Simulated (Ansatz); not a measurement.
`[CH3][GeH]([F])[SH]` + `[CH3][SbH][CH2]N` → `N[CH2][GeH]([F])[SH]` + `[CH3][SbH][CH3]`  (redistribution)

Program: Ansatz. Geometries: PBE0-D4/def2-TZVP. ΔE: electronic, gas phase. CBS: MP2 limit from def2 TZ/QZ plus the TZ coupled-cluster correction, frozen cores. Functionals use def2-TZVPP. B3LYP here is the variant with VWN-RPA as its local correlation; programs differ in this. Elements past krypton have def2 core potentials. For Ge, Sb outer-core shells are correlated without core-valence functions, which leaves a few kJ/mol of doubt a bond. Scalar relativity is left out up to krypton. One conformer a species, not always the lowest.

Problem. Is it downhill or uphill in electronic energy at CCSD(T)/CBS, and by how much? (Best estimate.)

Solution. Ansatz gave: Uphill: ΔE = +2.2 kcal/mol.

Problem. What do these levels give: PBE-D4, ωB97X-V, B2PLYP, PBE, PBE0, B3LYP, HF/def2-TZVPP, MP2/def2-TZVPP, SCS-MP2/def2-TZVPP, CCSD/def2-TZVPP, CCSD(T)/def2-TZVPP, HF/CBS(def2)? (Estimate.)

Solution. Computed: PBE-D4 3.2, ωB97X-V 1.8, B2PLYP 2.6, PBE 3.2, PBE0 2.6, B3LYP 2.6, HF/def2-TZVPP 1.2, MP2/def2-TZVPP 2.6, SCS-MP2/def2-TZVPP 2.3, CCSD/def2-TZVPP 2.0, CCSD(T)/def2-TZVPP 2.4, HF/CBS(def2) 1.2 kcal/mol.

Largest T1 diagnostic among the species: 0.012.

In def2-TZVPP, CCSD(T) changes the Hartree–Fock value by +1.2 kcal/mol (the triples alone add +0.4 kcal/mol) and MP2 by +1.4 kcal/mol.
